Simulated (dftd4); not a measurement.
C5H7 (SMILES [CH]1CC12CC2), doublet, geometry from GFN2-xTB; D4 for pbe run with dftd4.

dftd4 was given this input:
```
$ dftd4 mol.xyz --func pbe --charge 0 --json dftd4.json --noedisp --property

# file mol.xyz
12

C     -0.00592064     0.06255727     0.04919876
C      0.05276925     0.74146840     1.29776337
C     -0.04143606    -0.73565075     1.32173897
C      0.71684363     0.01914460    -1.25871358
C     -0.78709602     0.06699964    -1.21998696
H      0.71989492     1.44391333     1.74538562
H     -0.98300469    -1.19090749     1.60534724
H      0.81949464    -1.32985821     1.61492175
H      1.19255360    -0.91053662    -1.53692256
H      1.25302117     0.90112219    -1.57731201
H     -1.33584518    -0.82610055    -1.48128458
H     -1.27707539     0.98525249    -1.51013864
```

The log (banner, timings and long lists left out):

```
                    ____  _____ _____     ____  _  _
      -------------|  _ \|  ___|_   _|---|  _ \| || |------------
     |             | | | | |_    | | ___ | | | | || |_           |
     |             | |_| |  _|   | ||___|| |_| |__   _|          |
     |             |____/|_|     |_|     |____/   |_|            |
     |             ===================================           |
     |            E. Caldeweyher, S. Ehlert & S. Grimme          |
     |          Mulliken Center for Theoretical Chemistry        |
     |                    University of Bonn                     |
      -----------------------------------------------------------

Rational (Becke-Johnson) damping: pbe-D4-ATM
---------------------
  s6         1.0000
  s8         0.9595
  s9         1.0000
  a1         0.3857
  a2         4.8069
 alp        16.0000
--------------------

Atomic data, radii in Ångström:
------------------------------------------------------
   Z          R(cov)      r4/r2   hardness         EN
------------------------------------------------------
   6 C        1.0000     1.6431     0.4220     2.5500
   1 H        0.4267     1.0622     0.4726     2.2000
------------------------------------------------------

Atomic reference systems (in atomic units):
----------------------------------------------------------------------------
   Z        #      CN     q+Z       C6(AA)   #      CN     q+Z       C6(AA)
----------------------------------------------------------------------------
   6 C      1  0.0000  6.0000      49.3833   2  0.9189  5.8288      52.1688
            3  1.9079  5.8579      35.6972   4  2.8312  5.7775      35.8445
            5  3.7487  5.7435      28.6317   6  2.9183  5.8956      32.2504
            7  0.8556  6.2103      25.6194
   1 H      1  0.0000  1.0000       7.6362   2  0.8942  1.0000       3.0374
----------------------------------------------------------------------------

Atomic properties (in atomic units):
----------------------------------------------------------------------------
     #    Z              CN          q      C6(AA)        C8(AA)   alpha(0)
----------------------------------------------------------------------------
     1    6 C        3.9113    -0.0097     23.1803      670.4151     6.9285
     2    6 C        2.8846    -0.1623     33.9423      981.6710     9.5211
     3    6 C        3.8050    -0.1557     26.3039      760.7557     7.3906
     4    6 C        3.8050    -0.1716     26.6679      771.2828     7.4416
     5    6 C        3.8053    -0.1689     26.6065      769.5072     7.4329
     6    1 H        0.9268     0.1050      1.7401       21.0345     2.0628
     7    1 H        0.9252     0.0954      1.8278       22.0952     2.1142
     8    1 H        0.9249     0.0920      1.8600       22.4840     2.1327
     9    1 H        0.9255     0.0928      1.8517       22.3845     2.1280
    10    1 H        0.9256     0.0943      1.8374       22.2109     2.1197
    11    1 H        0.9256     0.0930      1.8499       22.3619     2.1269
    12    1 H        0.9256     0.0957      1.8243       22.0527     2.1122
----------------------------------------------------------------------------

Molecular properties (in atomic units):
----------------------------------------
 molecular C6                1261.0243
 molecular C8               29936.7494
----------------------------------------

Dispersion energy:      -8.0308845904389E-03 Eh

[Info] JSON dump of results written to 'dftd4.json'
```
